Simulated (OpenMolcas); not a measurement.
Os5+: moving or changing the point charges

Os5+ among 4 point charges of -2 e arranged as a tetrahedron (Td), 2.24 Å from the ion.
```
   1.2933    1.2933    1.2933  -2.00
   1.2933   -1.2933   -1.2933  -2.00
  -1.2933    1.2933   -1.2933  -2.00
  -1.2933   -1.2933    1.2933  -2.00
```

```json
{"Program": "OpenMolcas", "Method": "CASSCF", "Basis": "ANO-RCC-VTZP [8s7p5d3f2g1h]", "Scalar Hamiltonian": "DKH2, point nucleus", "Active space": "3 electrons in 5 orbitals (5d)", "State averaging": "2S+1 = 4 even, 10 roots; 2S+1 = 2 even, 40 roots", "Spin-orbit coupling": "RASSI with atomic mean-field integrals over the reference wave functions"}
```

Runs around this geometry, states (labels of Td). Energies in cm-1 above the lowest state or level, χT in cm3 K/mol; under a threefold ground state the first gap can be a small split of the lowest multiplet, not the spin-orbit step; 10Dq and B are least-squares fits to the states below 45000 cm-1, weighted by degeneracy, with a free offset, and given where the rms deviation is under 5 % of |10Dq| (or 100 cm-1) and under 700 cm-1; 10Dq is negative for this site.

| R (Å) | q (e) | Ground state | First state of that spin | 10Dq | B (rms of fit) | First gap with spin-orbit (degeneracies) | χT at 300 K | First state of another spin |
| --- | --- | --- | --- | --- | --- | --- | --- | --- |
| 2.24 | -1 | 4T1 | 4T2 919.2 | -1147 | 901 (16) | 5806 (4, 2) | 0.119 | 2E 15135 |
| 2.11 | -2 | 4T1 | 4T2 2269 | -2756 | 899 (27) | 5441 (4, 2) | 0.117 | 2E 14352 |
| 2.24 | -2 | 4T1 | 4T2 1726 | -2113 | 900 (22) | 5576 (4, 2) | 0.118 | 2E 14772 |
| 2.45 | -2 | 4T1 | 4T2 1139 | -1407 | 901 (17) | 5738 (4, 2) | 0.119 | 2E 15083 |

Taking |10Dq| as R^-n, n = -ln(1407 / 2756) / ln(2.45 / 2.11) = 4.5 between the shortest and longest distance. The point-charge formula for a cubic d site gives n = 5.

Scaling the charges by -1 / -2 = 0.50 scales |10Dq| by 1147 / 2113 = 0.54; with fixed orbitals a first-order splitting would follow the charge.

Without dynamic correlation the repulsion within the d shell is too large (B by tens of per cent), so at a given field states of lower spin stand too high. Point charges give a weaker field than real ligands, and real ions of this kind are as a rule low spin; the high spin found here belongs to the model. The ground term spreads over less than 5000 cm-1, several times less than with real ligands, so orbital moments are less quenched and χT lies further from the spin-only value than at real sites. Spin-orbit coupling mixes the spin-free states strongly: the lowest level takes only 43 % from its leading state, 4T1 (figures for R = 2.24, q = -1; the like holds for R = 2.11, q = -2, R = 2.24, q = -2, R = 2.45, q = -2). This is an electrostatic model: the charges have no orbitals. No measured value stands beside these numbers.
